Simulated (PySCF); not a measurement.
B3LYP has the VWN-RPA correlation part, as in Gaussian. 

Cartesian coordinates (Å):
```xyz
10

C     -1.4798     0.1661    -0.0940
B     -0.1401    -0.5770     0.2229
B      1.3509     0.1825     0.3626
O      2.3029     0.3354    -0.6023
H     -1.9740     0.2960     0.8823
H     -2.1778    -0.4340    -0.6836
H     -1.3880     1.1595    -0.5355
H     -0.2292    -1.7474     0.4810
H      1.6583     0.6687     1.4217
H      2.0769    -0.0499    -1.4551
```
Charge 0, spin multiplicity 1.

Problem. What HOMO, total energy and HOMO–LUMO gap does B3LYP-D3(BJ)/def2-TZVP (PySCF) give?

Solution. 
```yaml
HOMO: -7.30 eV
total_energy: -166.7435 Ha
HOMO–LUMO gap: 5.64 eV
```
